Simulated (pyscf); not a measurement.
Single points on ωB97X-D3(BJ)/def2-SVP structures (PySCF, gas phase).

SMILES: [SiH3][S][In]([Cl])[Cl]
```xyz
8

Si    -0.2181    -1.2515    -0.7125
S      1.3577     0.0048     0.0625
In     0.3384     2.0699    -0.4054
Cl     1.2810     4.1267     0.0711
Cl    -1.7542     2.0478    -1.4165
H     -0.4370    -0.9932    -2.1595
H     -1.4827    -1.0370     0.0383
H      0.2699    -2.6408    -0.5078
```
Charge 0, spin multiplicity 1.

Q: What is the homolytic dissociation enthalpy (298 K, ωB97M-D3(BJ)/def2-TZVP) of the In–S bond of H₃Si–S–In(Cl)–Cl, to H₃Si–S• + [Cl–In–Cl]•?

A: In–S to H₃Si–S• + [Cl–In–Cl]•: 285.0 kJ/mol. The 7 functionals that were run give +263.2 (PBE) to +316.5 kJ/mol (ωB97X-D3(BJ)/def2-TZVP). The radicals are drawn with the spin at the cut bond; how far it spreads was not checked. Other isomers of H₃Si–S• were not searched in full and may lie lower. Elements past Kr carry the def2 core potentials, without spin-orbit coupling.
